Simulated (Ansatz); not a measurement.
Cost and result for the atomization energy of C3H4BF, SMILES `FC1=CCB1` (9 atoms, 9 bonds).

Cartesian coordinates in Å:
```
F -0.8353 -0.2727 -2.3285
C -0.3123 -0.2798 -1.1208
C -0.8585 0.1256 0.0536
C 0.2444 -0.2290 1.0158
B 0.9627 0.0170 -0.3851
H -1.7380 0.7412 0.2355
H 0.4262 0.4799 1.8239
H 0.1950 -1.2482 1.3892
H 1.9157 0.6661 -0.6834
```

Charge 0, multiplicity 1. The geometry is a stationary point of PBE0-D4/def2-TZVP. Program: Ansatz. All runs use 2 threads of an Arm Neoverse V2 on a shared host. Times are those of one run each, without the atoms' runs, and a repeat can differ threefold. Electronic energies, without spin–orbit coupling; frozen cores. CCSD(T)/CBS adds CCSD(T) − MP2 in def2-TZVPP to the MP2 limit, and its time is that of the two runs behind it. T1 = 0.012.

CCSD(T)/CBS is a level of theory with its own doubt, some kJ/mol a heavy atom from the limit and from the frozen cores, so smaller differences don't rank the functionals.

| level | functions | wall time | atomization (kcal/mol) | difference from CCSD(T)/CBS | per bond |
| --- | --- | --- | --- | --- | --- |
| revPBE-D4/def2-TZVPP | 211 | 2 s | 911.1 | 13.1 | 1.5 |
| BLYP-D4/def2-TZVPP | 211 | 2.1 s | 903.7 | 5.7 | 0.6 |
| PBE0-D4/def2-TZVPP | 211 | 2.4 s | 917.7 | 19.7 | 2.2 |
| PBE-D4/def2-TZVPP (with forces) | 211 | 2.5 s | 937.9 | 39.9 | 4.4 |
| CAM-B3LYP-D4/def2-TZVPP | 211 | 2.9 s | 907.5 | 9.5 | 1.1 |
| CCSD(T)/def2-SVP | 90 | 3.8 s | 865.7 | -32.3 | -3.6 |
| r2SCAN-D4/def2-TZVPP (with forces) | 211 | 4.7 s | 911.5 | 13.5 | 1.5 |
| B2PLYP/def2-TZVPP | 211 | 5 s | 895.6 | -2.4 | -0.3 |
| PBE-QIDH/def2-TZVPP | 211 | 5.5 s | 906.9 | 8.9 | 1.0 |
| B97M-V/def2-TZVPP | 211 | 9.5 s | 909.6 | 11.6 | 1.3 |
| MP2/def2-QZVPP | 405 | 18 s | 915.7 | 17.7 | 2.0 |
| CCSD(T)/def2-TZVPP | 211 | 84 s | 876.8 | -21.2 | -2.4 |
| CCSD(T)/CBS(def2) | – | 100 s | 898.0 | 0.0 | 0.0 |

From BLYP to BHLYP (50 % exact exchange), in def2-TZVPP and without D4, the atomization energy moves by −27.2 kcal/mol: exact exchange takes away binding that semilocal exchange gives to molecules. The D4 term adds +5.7 kcal/mol with B3LYP and +2.9 kcal/mol with PBE0; it sums over pairs of atoms, weighted by their polarisabilities, and B3LYP, whose exchange is more repulsive, gets the larger term. At CCSD(T), def2-SVP lies −32.3 kcal/mol from the extrapolated value and def2-TZVPP −21.2 kcal/mol: correlation converges slowly with the basis, and small sets miss more of it in the bonded molecule than in its fragments.

B3LYP here is the variant with VWN-RPA as its local correlation; programs differ in this.
